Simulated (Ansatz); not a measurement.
A structure relaxed at r2SCAN-D4/def2-SVPD in Ansatz, charge -1, doublet:

Cartesian coordinates in Å:
```
Ba 0.6757 -0.8591 -1.7020
Ba -0.6757 0.8593 1.7021
S -0.4339 1.6787 -1.0192
S 0.4340 -1.6789 1.0191
```

(1) Give its formula and point group.

(2) Summarise the bond lengths by kind (pairs closer than 1.2 times the sum of covalent radii, bridged metal pairs left out).

Results:

(1) the cluster Ba₂S₂⁻. Point group D2h (tolerance 0.1 Å).

(2) 4 × Ba–S 2.85 Å.

In the def2 sets Ba takes a core potential; there is no spin–orbit coupling. The highest occupied level of the charge -1 doublet lies above zero (up to 0.51 eV). By energy differences its removal costs 0.34 eV (vertical, to the charge 0 singlet, at LC-ωPBE (ω = 0.30 bohr⁻¹)/def2-TZVPD). The gap within one spin of the charge -1 doublet nearly closes, so an electron or hole may be smeared out by delocalisation error. The relaxation made no stability test and no search for a lower SCF solution. The structure comes from a short search, and lower isomers may exist.
